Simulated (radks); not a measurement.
Problem. Valence configurations of Ta I (all share [Xe]). Calculated with a radial shooting solver on a logarithmic mesh with Libxc functionals: Dirac Kohn-Sham, BLYP, spin-unpolarised, spherical densities, point nucleus; open shells fill j = l - 1/2 first. Order these by energy: 4f14 5d2.5 6s1.5 6p1; 4f14 5d3 6s2; 4f13.5 5d3 6s2 6p0.5; 4f13.5 5d4 6s1 6p0.5; 4f13.5 5d3.5 6s2; 4f14 5d2.5 6s2 6p0.5; 4f14 5d3.5 6s1.5; 4f14 5d1 6s2 6p2; 4f14 5d3 6s1 6p1; 4f11.5 5d3 6s2 6p2.5.

Solution. From the lowest, in eV above it: 4f14 5d3 6s2 0.000; 4f14 5d3.5 6s1.5 0.887; 4f14 5d2.5 6s2 6p0.5 1.200; 4f14 5d2.5 6s1.5 6p1 3.186; 4f14 5d3 6s1 6p1 3.768; 4f14 5d1 6s2 6p2 7.256; 4f13.5 5d3.5 6s2 10.615; 4f13.5 5d3 6s2 6p0.5 12.082; 4f13.5 5d4 6s1 6p0.5 13.125; 4f11.5 5d3 6s2 6p2.5 90.098. NIST lists [Xe] 4f14 5d3 6s2 as the ground configuration; this level of theory agrees among the configurations tried. The energies are those of spherical spin-averaged densities, not of single terms.
